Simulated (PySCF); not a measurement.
Method: B3LYP-D3(BJ)/def2-TZVP // PBE0-D4/def2-TZVP (PySCF). Gas-phase values, no solvent. B3LYP has the VWN-RPA correlation part, as in Gaussian. Delta-SCF ions had no search for a lower state. Excitations are Tamm–Dancoff values on a coarser integration grid. The basis has no diffuse functions, so Rydberg states are missing or too high.

Reference species (SMILES): `CC#CN` (neutral, multiplicity 1).

The dipole moment comes out as 1.34 D and the vertical ionisation energy (Delta-SCF) is 8.35 eV. The T1 excitation (TDA) is 5.09 eV. The S1 excitation (TDA) is 5.35 eV.

After one change: the dipole moment rises by 2.76 D; the vertical ionisation energy (Delta-SCF) rises by 3.45 eV; the T1 excitation (TDA) increases by 1.35 eV; the S1 excitation (TDA) rises by 2.38 eV.

**Question.** What was changed between the two runs? The new species is one of these.
A. `CC=C=N`
B. `C1=CNC1`
C. `CCC#N`
D. `NC1=CC1`

**Answer.** C, `CCC#N`
